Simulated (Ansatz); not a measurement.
Molecule: C₃H₈FSi (charge -1, singlet). It need not be the lowest isomer of its formula. Whether it binds its extra electron was not tested at this geometry. 
Structure (B3LYP-D3(BJ)/def2-TZVP (Ansatz, a program for electronic structure) minimum search):
SMILES: C[Si](F)([CH2-])C
```xyz
13

C     -0.9448     1.4634    -0.7569
Si    -0.0733     0.1399    -0.0220
C      1.6005    -0.2242    -0.8555
C     -1.0712    -1.4811     0.0495
F      0.4415     0.1993     1.5802
H     -2.0029     1.6221    -0.5543
H     -0.4281     2.3629    -1.0878
H      2.2089    -0.9179    -0.2663
H      1.4574    -0.6477    -1.8528
H      2.1699     0.7036    -0.9705
H     -1.2076    -1.9014    -0.9500
H     -2.0659    -1.2892     0.4643
H     -0.5862    -2.2329     0.6806
```
Charge -1, spin multiplicity 1.

Basis-set convergence of Hartree-Fock and CCSD correlation energies (hartree) with Ansatz. Cores are frozen in the correlated levels unless marked. Spin-orbit coupling is left out. No relativistic terms.

```csv
basis,functions,E(HF),"E(corr, CCSD)"
aug-cc-pV(D+d)Z,196,-506.71351,-0.83855
aug-cc-pV(T+d)Z,423,?,?
```

Problem. Some entries are withheld; supply them.

Solution. 
- aug-cc-pV(T+d)Z, E(HF): -506.78750
- aug-cc-pV(T+d)Z, E(corr, CCSD): -0.99036
